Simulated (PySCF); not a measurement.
## Vibration and rotation of InBr

RHF-CCSD(T) constants of InBr, ¹Σ⁺ (singlet), closed shell (In cc-pVDZ-PP with ECP28, Br cc-pVDZ-PP with ECP10; scalar-relativistic core potentials (PySCF 2.14); masses 114.9039 and 78.9183 u):

| Item | Value |
| --- | --- |
| ωe | 221.3 cm⁻¹ |
| ωexe | 0.489 cm⁻¹ |
| Be | 0.053755 cm⁻¹ |
| αe | 0.000174 cm⁻¹ |
| De to In + Br | 3.78 eV |

Q: What force constant and bond length do these constants imply?

A: Reduced mass μred = 46.785 u; k = 5.8918×10⁻⁷·μred·ωe² (u, cm⁻¹, mdyn/Å) = 1.35 mdyn/Å; Re = √(16.8576/(μred·Be)) (u, cm⁻¹, Å) = 2.589 Å.

Q: Estimate the centrifugal constant D from the Kratzer relation and find the Dunham coefficient a1.

A: D = 4Be³/ωe² = 1.27e-08 cm⁻¹; a1 = −1 − αeωe/(6Be²) = -3.22.

Correlated steps freeze 8 core orbitals. Correlated levels converge slowly with the basis: in double zeta they bind strong bonds too weakly, by up to about 1 eV, and carry superposition errors of some tenths. Spin–orbit coupling is left out, which matters for elements this heavy, above all for dissociation energies. Where the molecule has an RHF reference, its open-shell atoms are computed with UHF.
